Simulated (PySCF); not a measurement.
Species: pyrrole-2-carboxaldehyde, C5H5NO.
Bonds: O1–C2 (double), C2–C3, C3–C4 (aromatic), C4–C5 (aromatic), C5–C6 (aromatic), C6–N7 (aromatic), C3–N7 (aromatic). Hydrogens: H8 on C2; H9 on C4; H10 on C5; H11 on C6; H12 on N7.

Definitions: NICS(0) = −σiso at the ring centroid; NICS(1) = −σiso and NICS(1)zz = −σzz at ±1 Å along the ring normal z. Level: GIAO PBE0/pcSseg-1 (PySCF, non-relativistic, gas phase) on the GFN2-xTB geometry, one conformer.

Ring bond lengths (Å), with Mayer bond orders in brackets: C3–C4 1.390 (1.34), C4–C5 1.396 (1.42), C5–C6 1.380 (1.45), C6–N7 1.343 (1.24), N7–C3 1.369 (1.12).

Problem. What do the NICS probes read (ppm)?

Solution. 
```
          ring                                               type  NICS(0)  NICS(1), two faces  NICS(1)zz, two faces  rms pucker (Å)  centre to ring atoms, mean (Å)
C3–C4–C5–C6–N7  5-membered ring with N; formal bonds all aromatic    -12.8       -11.1 / -11.1         -28.6 / -28.6            0.00                            1.17
```

Problem. What can be read from them?

Solution. 
- C3–C4–C5–C6–N7: mean NICS(1)zz -28.6 ppm, shielded. For a flat ring without four-coordinate atoms the NICS criterion counts such a value as aromatic.

Problem. How equal are the bonds by HOMA? HOMA takes Krygowski's 1993 parameters.

Solution. 
- C3–C4–C5–C6–N7: HOMA 0.97; the largest term is that of N7–C3, α(R − Ropt)² = 0.12. The geometric and the magnetic index point the same way.

Problem. List the ring angles and the Hirshfeld charges of the ring atoms.

Solution. 
- C3–C4–C5–C6–N7: C3 107.3° (0.000 e), C4 107.3° (-0.071 e), C5 107.3° (-0.090 e), C6 108.5° (-0.002 e), N7 109.7° (-0.048 e); sum 540.0° against 540° for a flat convex ring.

Problem. How shielded are the nuclei of the rings and their hydrogens (means over atoms taken as equivalent)?

Solution. 
```tsv
atoms	environment	σ isotropic (ppm)
C3	substituted aromatic carbon	49.7
C4	aromatic CH carbon	62.2
C5	aromatic CH carbon	70.4
C6	aromatic CH next to a ring nitrogen	59.2
N7	pyrrole-type nitrogen	96.1
H9	aromatic hydrogen	24.71
H10	aromatic hydrogen	25.19
H11	aromatic hydrogen	24.68
H12	N–H hydrogen	22.81
```

The values belong to the conformer `[O:1]=[CH:2][c:3]1[cH:4][cH:5][cH:6][nH:7]1`: O1–C2–C3–C4 180°.
